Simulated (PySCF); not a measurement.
# How methods differ on the excitation energy of Cu⁺

Cu⁺ [Ar] 3d10 (1S) → Cu⁺ [Ar] 3d9 4p1 (high-spin determinant), as a difference of total energies. All numbers are calculated (PySCF 2.14, a scalar-relativistic core potential, in aug-cc-pVDZ-PP with ECP10MDF). Correlated levels: valence: 3s2 3p6 frozen. The calculations carry no spin-orbit coupling.

```csv
method,excitation energy (eV)
UHF,5.923
MP2 (valence),8.993
SCS-MP2 (valence),8.670
CCSD (valence),8.003
CCSD(T) (valence),8.154
```

Q: How much does correlation contribute at CCSD(T) (valence)?

A: 8.154 − (5.923) = 2.231 eV, measured against UHF.

The determinant of the upper state mixes LS terms, which raises its energy above the lowest term, most at the Hartree-Fock and MP2 levels.
